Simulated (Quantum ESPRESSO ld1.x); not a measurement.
Task: The mean radii <r> (bohr) of the occupied orbitals of an atom or ion are listed with their occupations. Method: Dirac Kohn-Sham, PBE, spin-unpolarised, spherical densities, point nucleus; computed with ld1.x of Quantum ESPRESSO 7.5.

orbital  occ.      <r>
1s1/2       2  0.01743
2s1/2       2  0.07295
2p1/2       2  0.06017
2p3/2       4  0.06848
3s1/2       2   0.1899
3p1/2       2   0.1801
3p3/2       4   0.1954
3d3/2       4   0.1705
3d5/2       6   0.1752
4s1/2       2   0.4232
4p1/2       2   0.4267
4p3/2       4   0.4604
4d3/2       4   0.4719
4d5/2       6   0.4831
5s1/2       2   0.9768
5p1/2       2    1.060
4f5/2       6   0.5311
4f7/2       8   0.5387
5p3/2       4    1.155
5d3/2       4    1.524
5d5/2       2    1.569

Name the element and its charge. Open shells, if any, fill j = l - 1/2 first.

Result: Z = 77, iridium, charge +3: Ir3+ in [Xe] 4f14 5d6. The 1s radius gives Z: for a bare nucleus <r> = (2 gamma + 1)/(2Z) with gamma = sqrt(1 - (Z/c)^2), 0.01724 bohr for Z = 77, and screening makes it slightly larger (0.01743 here). The occupations add up to 74, and the charge is Z minus that.
